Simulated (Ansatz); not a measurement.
This triplet lies 0.35 eV below the relaxed singlet at the level frozen-core CCSD(T)/cc-pVTZ // PBE0-D3(BJ)/def2-TZVP (Ansatz, a quantum-chemistry and plane-wave program).

Species: CH₃ClSi, SMILES `[SiH3][C]Cl` (lower triplet) (charge 0, multiplicity 3).

Task: Give a relaxed geometry from PBE0-D3(BJ)/def2-TZVP (Ansatz).

Result: the end point of this relaxation (outside a Z-matrix the atoms follow the SMILES, hydrogens last).
Z-matrix (Å, degrees):
```
Si
H 1 1.4821
H 1 1.4887 2 109.77
H 1 1.4887 2 109.77 3 -119.57
C 1 1.8274 2 107.11 3 120.21
Cl 5 1.6436 1 139.18 2 179.96
```
